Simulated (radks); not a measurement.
The numbers below are computed, except where a source is named.
How relativity changes the ionisation of the barium ion Ba+ ([Xe] 6s1) to Ba2+ ([Xe]). Spin-unpolarised spherical Kohn-Sham, BLYP, point nucleus unless stated (finite: rms radius 4.8378 fm), a radial shooting solver on a logarithmic mesh with Libxc functionals. A level marked "c x" has the speed of light scaled by that factor.

level                        E(Ba+) (hartree)  E(Ba2+) (hartree)  IE (eV)   HOMO  <r> HOMO (bohr)
non-rel.                           -7886.2033         -7885.8462    9.718     6s            4.448
scalar-rel.                        -8136.0878         -8135.7179   10.065     6s            4.307
scalar-rel., finite nucleus        -8135.7538         -8135.3840   10.064     6s            4.307
Dirac                              -8139.8526         -8139.4828   10.061  6s1/2            4.309
Dirac, finite nucleus              -8139.5173         -8139.1475   10.061  6s1/2            4.309
Dirac, c x 1.25                    -8043.5044         -8043.1395    9.929  6s1/2            4.361
Dirac, c x 2                       -7945.6927         -7945.3327    9.797  6s1/2            4.415
Dirac, c x 5                       -7895.5637         -7895.2061    9.730  6s1/2            4.443

NIST Atomic Spectra Database: 10.004 eV (measured). The relativistic part of the total energy of Ba+ is -253.3 hartree (Dirac, finite nucleus), 3.2 % of the non-relativistic value. Spin polarisation and multiplet splitting of open shells are left out at every level.

Beside tabulated values, note that relativity, absent from the non-relativistic runs, is large for the heavy elements, and spin-unpolarised runs miss the spin-polarisation part of the exchange energy of open shells.
